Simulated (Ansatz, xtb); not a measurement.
Relative energy of two structures of C5H7BF2O

Structure a: `O=C1CC[C@H](B(F)F)C1`, a singlet. Structure b: a singlet given by its coordinates. Both are isolated molecules in the gas phase, relaxed with PBE0-D3(BJ)/def2-SVP; the shapes shown needn't be the lowest conformers.

a (Å):

| atom | x (Å) | y (Å) | z (Å) |
| --- | --- | --- | --- |
| C | 0.1929 | -1.8915 | 2.2954 |
| C | 1.6343 | -1.4017 | 2.2749 |
| C | 1.6751 | -0.3342 | 1.1880 |
| C | 0.6018 | -0.7904 | 0.1679 |
| C | -0.5182 | -1.3245 | 1.0716 |
| B | 0.1390 | 0.3576 | -0.7855 |
| F | -0.4349 | 1.4460 | -0.2985 |
| F | 0.2953 | 0.3156 | -2.0966 |
| O | -0.3032 | -2.6018 | 3.1268 |
| H | 1.9498 | -1.0759 | 3.2763 |
| H | 2.2633 | -2.2693 | 2.0073 |
| H | 2.6665 | -0.2150 | 0.7283 |
| H | 1.3909 | 0.6445 | 1.6100 |
| H | 1.0127 | -1.6225 | -0.4281 |
| H | -1.1643 | -0.5038 | 1.4334 |
| H | -1.1781 | -2.0766 | 0.6162 |

b (Å):

```json
{"atom": "C", "x (Å)": "-1.0898", "y (Å)": "0.0633", "z (Å)": "-0.8807"}
{"atom": "C", "x (Å)": "0.3088", "y (Å)": "-0.3759", "z (Å)": "-1.1210"}
{"atom": "C", "x (Å)": "1.1574", "y (Å)": "0.3617", "z (Å)": "-1.9048"}
{"atom": "C", "x (Å)": "2.5259", "y (Å)": "-0.0037", "z (Å)": "-2.0324"}
{"atom": "C", "x (Å)": "0.7821", "y (Å)": "-1.6450", "z (Å)": "-0.5259"}
{"atom": "B", "x (Å)": "2.3578", "y (Å)": "-1.6436", "z (Å)": "-0.1513"}
{"atom": "F", "x (Å)": "2.9228", "y (Å)": "-2.8818", "z (Å)": "-0.1008"}
{"atom": "F", "x (Å)": "2.6811", "y (Å)": "-0.8407", "z (Å)": "0.9109"}
{"atom": "O", "x (Å)": "3.1009", "y (Å)": "-0.9106", "z (Å)": "-1.3976"}
{"atom": "H", "x (Å)": "-1.2210", "y (Å)": "0.2491", "z (Å)": "0.1990"}
{"atom": "H", "x (Å)": "-1.7900", "y (Å)": "-0.7493", "z (Å)": "-1.1347"}
{"atom": "H", "x (Å)": "-1.3613", "y (Å)": "0.9718", "z (Å)": "-1.4345"}
{"atom": "H", "x (Å)": "0.8176", "y (Å)": "1.2530", "z (Å)": "-2.4354"}
{"atom": "H", "x (Å)": "3.1596", "y (Å)": "0.5647", "z (Å)": "-2.7357"}
{"atom": "H", "x (Å)": "0.1539", "y (Å)": "-1.9447", "z (Å)": "0.3268"}
{"atom": "H", "x (Å)": "0.6444", "y (Å)": "-2.4283", "z (Å)": "-1.2978"}
```

Close contacts (Å): C1–C2 1.49, C2–C3 1.37, C2–C5 1.48, C3–C4 1.42, C4–O9 1.25, C5–B6 1.62, B6–F7 1.36, B6–F8 1.37, B6–O9 1.63, C1–H10 1.10, C1–H11 1.10, C1–H12 1.10, C3–H13 1.09, C4–H14 1.10, C5–H15 1.10, C5–H16 1.11.

Quicker runs give these differences E(b) − E(a): GFN2-xTB +0.408 eV; HF/STO-3G +1.628 eV (at GFN2-xTB geometries); r2SCAN-D4/def2-SVP +0.021 eV (at GFN2-xTB geometries).

**Question.** Estimate E(b) − E(a) at the level CCSD(T)/def2-SVP + ΔMP2/def2-TZVPP.

**Answer.** Calculated at CCSD(T)/def2-SVP + ΔMP2/def2-TZVPP: E(b) − E(a) = +0.220 eV, so structure a lies lower.

Level by level:

| level | geometry | E(b) − E(a) (eV) | departure from the last row (eV) | job, with rough time for the two |
| --- | --- | --- | --- | --- |
| GFN2-xTB | GFN2-xTB | +0.408 | +0.188 | optimisation, 0.47 s |
| HF/STO-3G | GFN2-xTB | +1.628 | +1.408 | single point, 0.5 s |
| r2SCAN-D4/def2-SVP | GFN2-xTB | +0.021 | −0.199 | single point, 4.8 s |
| PBE0-D3(BJ)/def2-SVP | PBE0-D3(BJ)/def2-SVP | +0.155 | −0.066 | optimisation, 64 s |
| HF/def2-SVP | PBE0-D3(BJ)/def2-SVP | +0.178 | −0.043 | part of the CCSD(T) run |
| MP2/def2-SVP | PBE0-D3(BJ)/def2-SVP | +0.317 | +0.096 | part of the CCSD(T) run |
| CCSD(T)/def2-SVP | PBE0-D3(BJ)/def2-SVP | +0.239 | +0.018 | single point |
| CCSD(T)/def2-SVP + ΔMP2/def2-TZVPP | PBE0-D3(BJ)/def2-SVP | +0.220 |  | single point, 3.2 min |

r2SCAN-D4/def2-SVP finds them nearly level. The largest departure from CCSD(T)/def2-SVP + ΔMP2/def2-TZVPP is that of HF/STO-3G, 1.408 eV. The last row adds to CCSD(T) the change of the MP2 difference between the two basis sets, here −0.018 eV.

With thermal terms from frequencies at re-optimised GFN2-xTB minima (ideal gas, soft modes damped towards free rotors, one conformer each, 298.15 K, 1 atm): the zero-point term adds −0.102 eV; ΔH is +0.131 and ΔG +0.129 eV.

The correlated steps freeze 9 core orbitals. Mirror images aren't counted in ΔG. Codes used: Ansatz 0.2.0, xtb 6.7.1; the last row on 4 threads of Arm Neoverse V1 on a shared host.
